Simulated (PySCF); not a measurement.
The dipole of `CCCPCC#N` from its density and from atomic charges.

Coordinates (GFN2-xTB, Å) and charges (e) from the PBE0/pcSseg-1 density (PySCF):

```json
{"atom": "C1", "x": "-2.437", "y": "0.483", "z": "0.756", "Mulliken": "-0.2856", "IAO": "-0.4195", "Hirshfeld": "-0.1207", "ESP-fitted": "-0.0971"}
{"atom": "C2", "x": "-1.366", "y": "0.840", "z": "-0.265", "Mulliken": "-0.2612", "IAO": "-0.2448", "Hirshfeld": "-0.0639", "ESP-fitted": "+0.0648"}
{"atom": "C3", "x": "-0.229", "y": "-0.178", "z": "-0.283", "Mulliken": "-0.4782", "IAO": "-0.4304", "Hirshfeld": "-0.1104", "ESP-fitted": "-0.0996"}
{"atom": "P4", "x": "0.629", "y": "-0.290", "z": "1.367", "Mulliken": "+0.2360", "IAO": "+0.3532", "Hirshfeld": "+0.1444", "ESP-fitted": "-0.2742"}
{"atom": "C5", "x": "2.209", "y": "-1.141", "z": "0.789", "Mulliken": "-0.4141", "IAO": "-0.4740", "Hirshfeld": "-0.0880", "ESP-fitted": "-0.1675"}
{"atom": "C6", "x": "2.858", "y": "-0.387", "z": "-0.238", "Mulliken": "+0.0496", "IAO": "+0.1345", "Hirshfeld": "+0.0787", "ESP-fitted": "+0.2689"}
{"atom": "N7", "x": "3.341", "y": "0.254", "z": "-1.054", "Mulliken": "-0.2523", "IAO": "-0.2609", "Hirshfeld": "-0.2329", "ESP-fitted": "-0.4408"}
{"atom": "H8", "x": "-2.856", "y": "-0.498", "z": "0.542", "Mulliken": "+0.1105", "IAO": "+0.1377", "Hirshfeld": "+0.0394", "ESP-fitted": "+0.0262"}
{"atom": "H9", "x": "-2.009", "y": "0.461", "z": "1.758", "Mulliken": "+0.1288", "IAO": "+0.1386", "Hirshfeld": "+0.0291", "ESP-fitted": "+0.0185"}
{"atom": "H10", "x": "-3.242", "y": "1.214", "z": "0.740", "Mulliken": "+0.1216", "IAO": "+0.1445", "Hirshfeld": "+0.0435", "ESP-fitted": "+0.0384"}
{"atom": "H11", "x": "-0.960", "y": "1.829", "z": "-0.037", "Mulliken": "+0.1252", "IAO": "+0.1336", "Hirshfeld": "+0.0384", "ESP-fitted": "+0.0240"}
{"atom": "H12", "x": "-1.811", "y": "0.888", "z": "-1.262", "Mulliken": "+0.1313", "IAO": "+0.1419", "Hirshfeld": "+0.0437", "ESP-fitted": "-0.0097"}
{"atom": "H13", "x": "0.501", "y": "0.085", "z": "-1.054", "Mulliken": "+0.1802", "IAO": "+0.1494", "Hirshfeld": "+0.0351", "ESP-fitted": "+0.0660"}
{"atom": "H14", "x": "-0.628", "y": "-1.173", "z": "-0.512", "Mulliken": "+0.1471", "IAO": "+0.1400", "Hirshfeld": "+0.0380", "ESP-fitted": "+0.1165"}
{"atom": "H15", "x": "1.170", "y": "1.006", "z": "1.314", "Mulliken": "+0.0699", "IAO": "-0.0234", "Hirshfeld": "-0.0111", "ESP-fitted": "+0.1631"}
{"atom": "H16", "x": "1.950", "y": "-2.140", "z": "0.426", "Mulliken": "+0.1932", "IAO": "+0.1876", "Hirshfeld": "+0.0683", "ESP-fitted": "+0.1475"}
{"atom": "H17", "x": "2.873", "y": "-1.241", "z": "1.652", "Mulliken": "+0.1980", "IAO": "+0.1920", "Hirshfeld": "+0.0679", "ESP-fitted": "+0.1550"}
```

Question: What dipole does each set of charges give (1 e·Å = 4.803 D), and what does the density give?

Answer: The full density gives (-2.08, -1.45, 1.51) D, 2.95 D in size; dipole vectors point from the negative to the positive end.

```json
{"scheme": "Mulliken", "μx": "-2.91", "μy": "-0.96", "μz": "3.27", "size (D)": "4.48", "share of the full size (%)": "152", "angle to the full dipole (°)": "21"}
{"scheme": "IAO", "μx": "-2.43", "μy": "-1.37", "μz": "2.88", "size (D)": "4.01", "share of the full size (%)": "136", "angle to the full dipole (°)": "16"}
{"scheme": "Hirshfeld", "μx": "-1.77", "μy": "-1.21", "μz": "2.06", "size (D)": "2.98", "share of the full size (%)": "101", "angle to the full dipole (°)": "13"}
{"scheme": "ESP-fitted", "μx": "-2.08", "μy": "-1.53", "μz": "1.55", "size (D)": "3.01", "share of the full size (%)": "102", "angle to the full dipole (°)": "1"}
```

Question: Which set comes closest?

Answer: Length of the difference vector: ESP-fitted 0.08 D, Hirshfeld 0.69 D, IAO 1.42 D, Mulliken 2.01 D. Closest: ESP-fitted. ESP charges are fitted to the potential around the molecule, whose slowest-falling term is the dipole's. The schemes that divide the density aren't constrained to reproduce the dipole.

Question: What is left for the Hirshfeld atoms' own dipoles?

Answer: The shares of the density sum to the whole, so what Σ q r misses lies in dipoles about the nuclei. The atomic dipoles sum to (-2.08, -1.45, 1.51) − (-1.77, -1.21, 2.06) = (-0.31, -0.24, -0.55) D, 0.69 D in size.

Question: With the origin at the mean of the coordinates, (0.000, 0.001, 0.273) Å, which are the largest single terms, by size, of the ESP-fitted dipole along the direction of the full one?

Answer: N7 +6.69, C6 -2.69, C1 -0.81, H15 -0.62, C5 +0.59 D; all 17 atoms together +3.01 D. The single terms depend on the origin, their sum doesn't.

Question: Give the size of the full dipole in other units.

Answer: 2.95 D = 1.162 au = 0.615 e·Å = 9.85 × 10⁻³⁰ C·m.

One conformer (not necessarily the lowest) at the GFN2-xTB geometry, without solvent, vibrations or thermal averaging.

The values belong to the conformer `[CH3:1][CH2:2][CH2:3][PH:4][CH2:5][C:6]#[N:7]`: C1–C2–C3–P4 -60°, C2–C3–P4–C5 -163°, C3–P4–C5–C6 56°.
